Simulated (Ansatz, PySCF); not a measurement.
Ge(AsH2)(F)3 (AsF3GeH2), SMILES [Ge]([AsH2])([F])([F])[F]. Atoms are numbered in the order given.

```xyz
7

F     -1.5183    -0.7960     1.1001
Ge    -0.7080     0.0247    -0.1894
F     -1.6061     1.4812    -0.4440
F     -1.0172    -0.9390    -1.5931
As     1.6148     0.4558     0.3141
H      1.8495     0.7949    -1.1595
H      1.9201    -1.0242     0.0733
```

Geometry optimised at B3LYP-D3(BJ)/def2-SVP. The structure was generated by enumeration, and PubChem lists no compound with its InChIKey, so it may never have been made.

Two levels are set side by side: PBE-D3(BJ)/def2-SVP (Ansatz, a program for electronic structure) and B3LYP-D3(BJ)/def2-SVP (Ansatz). Each level has its own optimised geometry; the coordinates shown are those of the second. Frequencies come from the Hessian of PySCF at each geometry. Differences are taken from unrounded values.

```json
[
 {"quantity": "mean bond length (Å)", "B3LYP-D3(BJ)": "1.778"},
 {"quantity": "bond F1–Ge2 (Å)", "B3LYP-D3(BJ)": "1.730"},
 {"quantity": "bond Ge2–F3 (Å)", "B3LYP-D3(BJ)": "1.730"},
 {"quantity": "bond Ge2–F4 (Å)", "B3LYP-D3(BJ)": "1.730"},
 {"quantity": "bond Ge2–As5 (Å)", "B3LYP-D3(BJ)": "2.416"},
 {"quantity": "bond As5–H6 (Å)", "B3LYP-D3(BJ)": "1.530"},
 {"quantity": "bond As5–H7 (Å)", "B3LYP-D3(BJ)": "1.530"},
 {"quantity": "highest harmonic wavenumber (cm⁻¹)", "B3LYP-D3(BJ)": "2196"},
 {"quantity": "mean harmonic wavenumber (cm⁻¹)", "B3LYP-D3(BJ)": "675"},
 {"quantity": "zero-point energy (kcal/mol)", "B3LYP-D3(BJ)": "14.47"}
]
```

Q: What does PBE-D3(BJ) give, and how far is it from B3LYP-D3(BJ)? (Estimate from the structure and the level; the computed values follow.)

A: 
```
quantity                            PBE-D3(BJ)  PBE-D3(BJ) minus B3LYP-D3(BJ)
----------------------------------  ----------  -----------------------------
mean bond length (Å)                     1.789                          0.011
bond F1–Ge2 (Å)                          1.743                          0.013
bond Ge2–F3 (Å)                          1.743                          0.013
bond Ge2–F4 (Å)                          1.744                          0.014
bond Ge2–As5 (Å)                         2.419                          0.004
bond As5–H6 (Å)                          1.541                          0.011
bond As5–H7 (Å)                          1.541                          0.011
highest harmonic wavenumber (cm⁻¹)        2146                            -50
mean harmonic wavenumber (cm⁻¹)            653                            -22
zero-point energy (kcal/mol)             13.99                          -0.47
```

Exact exchange shortens and stiffens bonds; PBE has none. Differences between two approximate levels are no errors against the true value.
